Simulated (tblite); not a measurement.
`NC(=O)C(=O)C1CC1`. The geometry is computed with GFN2-xTB (gas phase).

```
atom  x, y, z in Å
N1     2.8563    0.3540    0.0887
C2     1.7914   -0.3812   -0.2651
O3     1.8321   -1.4518   -0.8325
C4     0.4731    0.3027    0.1424
O5     0.4983    1.3761    0.7106
C6    -0.7331   -0.4446   -0.2123
C7    -1.9293   -0.3495    0.7159
C8    -1.9737    0.3428   -0.5903
H9     3.7934    0.0464   -0.1066
H10    2.6921    1.2311    0.5587
H11   -0.5381   -1.3815   -0.7153
H12   -2.5090   -1.2478    0.8608
H13   -1.7990    0.2518    1.6031
H14   -2.5855   -0.0586   -1.3831
H15   -1.8734    1.4179   -0.5969
```

Question: What is the longest distance between nuclei?

Answer: H9···H12 and H9···H14, 6.506 Å.

Question: What is the repulsion energy of the bare nuclei, Σ ZA·ZB/RAB?

Answer: 363.15 Eh over 105 pairs, with full nuclear charges and distances in bohr; the largest single term is 20.95 Eh (C2 with O3).

Question: Work out the bond lengths N1–C2, N1–H10, C2–C4, C4–C6, C6–C8 in Å.

Answer: For N1–C2 the difference vector is (-1.0649, -0.7352, -0.3538) Å, of length 1.3415 Å. N1–C2 1.342; N1–H10 1.009; C2–C4 1.540; C4–C6 1.463; C6–C8 1.517 Å.

Question: Where is the centre of mass (commonest isotopes), and what is the radius of gyration?

Answer: Mass 113.048 u; centre at (0.407, -0.021, -0.027) Å; Rg = √(Σ m r²/M) = 2.001 Å. As Ia + Ib + Ic = 2 Σ m r², the three principal moments sum to 905.6 u·Å².

Question: Give the dihedral angles O5–C4–C6–C8, H10–N1–C2–O3, O5–C4–C6–H11, H11–C6–C7–H12, H9–N1–C2–O3.

Answer: O5–C4–C6–C8 34° (synclinal); H10–N1–C2–O3 180° (antiperiplanar); O5–C4–C6–H11 180° (antiperiplanar); H11–C6–C7–H12 3° (synperiplanar); H9–N1–C2–O3 0° (synperiplanar). Dihedral signs follow IUPAC: positive where, seen along the central bond, the front bond turns clockwise onto the rear one.

Question: What are the angles N1–C2–O3, C2–C4–C6, C4–C6–C7, C8–C7–H12, C8–C7–H13, C7–C8–H14?

Answer: From the scalar product of the two bond vectors; for N1–C2–O3 it is -0.9445 Å² over 1.3415 × 1.2123 Å², cos θ = -0.5807. N1–C2–O3 125.5°; C2–C4–C6 114.5°; C4–C6–C7 118.0°; C8–C7–H12 119.5°; C8–C7–H13 117.9°; C7–C8–H14 119.5°.

Question: Write the matrix of distances between heavy atoms (Å, lower triangle).

Answer: 
```
N1    0.000
C2    1.342  0.000
O3    2.271  1.212  0.000
C4    2.384  1.540  2.424  0.000
O5    2.644  2.390  3.487  1.215  0.000
C6    3.689  2.526  2.825  1.463  2.384  0.000
C7    4.878  3.848  4.214  2.555  2.978  1.517  0.000
C8    4.878  3.848  4.215  2.554  2.978  1.517  1.479  0.000
```

Its GFN2-xTB frequencies are all real (lowest 53 cm⁻¹). The numbers are those of one conformer.
